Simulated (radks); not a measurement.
Results of a calculation; reference values are marked as such.
Question: Radial electron density D(r) = 4 pi r^2 rho(r) of an atom or ion with 31 electrons. Level of theory: non-relativistic Kohn-Sham, r2SCAN, spin-polarised, spherical densities, point nucleus; meta-GGA in the generalised Kohn-Sham scheme (a radial shooting solver on a logarithmic mesh with Libxc functionals).

```
   r/bohr * D(r) (the largest magnitude, 45.9, reaches the edge; | marks zero)
 0.001748 |*
 0.002277 | *
 0.002988 |  *
 0.003891 |   *
 0.005108 |      *
 0.006651 |          *
  0.00866 |               *
  0.01137 |                      *
   0.0148 |                              *
  0.01943 |                                      *
   0.0253 |                                             *
  0.03321 |                                               *
  0.04324 |                                             *
  0.05675 |                                        *
   0.0739 |                                       *
    0.097 |                                             *
   0.1263 |                                                      *
   0.1658 |                                                      *
   0.2159 |                                          *
   0.2811 |                              *
    0.369 |                              *
   0.4805 |                                    *
   0.6306 |                               *
   0.8212 |                  *
    1.078 |       *
    1.404 |   *
    1.842 |  *
    2.399 |*
    3.149 *
      4.1 *
    5.382 *
    7.008 *
```

What is the nuclear charge?

Answer: Z = 33. The innermost maximum, from 1s, lies near 1/Z = 0.0303 bohr (found: 0.0329), and its height grows with Z. The density is that of the arsenic ion As2+ in [Ar] 3d10 4s2 4p1; the configuration itself is not fixed sharply by these data, and Z only to about a unit. D(r) has 3 maxima, at r = 0.0329, 0.146, 0.496 bohr, and minima at 0.0682, 0.314 bohr, inside which lie 2.09, 11.01 electrons.
